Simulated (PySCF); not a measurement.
C7H8O, SMILES Oc1ccc(cc1)C, GFN2-xTB optimised geometry.

```
16

C     -1.44    -2.47     0.01
C     -0.68    -1.18     0.00
C     -1.34     0.04     0.00
C     -0.63     1.24     0.00
C      0.75     1.22     0.00
O      1.49     2.37     0.00
C      1.42     0.00     0.00
C      0.71    -1.18     0.00
H     -1.08    -3.13    -0.77
H     -1.31    -2.98     0.96
H     -2.50    -2.30    -0.14
H     -2.42     0.07     0.00
H     -1.16     2.18     0.00
H      0.90     3.13     0.00
H      2.50     0.00     0.00
H      1.24    -2.12     0.00
```

Density from PBE0/def2-TZVP (PySCF 2.14.0) at that geometry.

Minimum of the electron density along straight lines between bonded atoms, close to the bond critical point (lines longer than 1.1 times the sum of covalent radii, or with two minima, are not listed):

```
bond    length / Å  ρ at the minimum / e bohr⁻³  ∇²ρ there / e bohr⁻⁵  position (fraction from the first atom)
------  ----------  ---------------------------  --------------------  ---------------------------------------
C1–C2        1.499                        0.259                 -0.68                                     0.49
C2–C3        1.387                        0.321                 -0.95                                     0.50
C3–C4        1.384                        0.320                 -0.95                                     0.50
C4–C5        1.388                        0.322                 -0.96                                     0.48
C5–O6        1.363                        0.292                 -0.57                                     0.34
C5–C7        1.391                        0.321                 -0.96                                     0.52
C2–C8        1.391                        0.318                 -0.94                                     0.50
C7–C8        1.379                        0.323                 -0.96                                     0.50
C1–H9        1.089                        0.278                 -0.95                                     0.64
C1–H10       1.090                        0.277                 -0.94                                     0.64
C1–H11       1.087                        0.280                 -0.96                                     0.64
C3–H12       1.081                        0.287                 -1.02                                     0.64
C4–H13       1.083                        0.283                 -0.99                                     0.64
O6–H14       0.964                        0.360                 -2.46                                     0.81
C7–H15       1.078                        0.287                 -1.03                                     0.65
C8–H16       1.080                        0.287                 -1.02                                     0.64
```
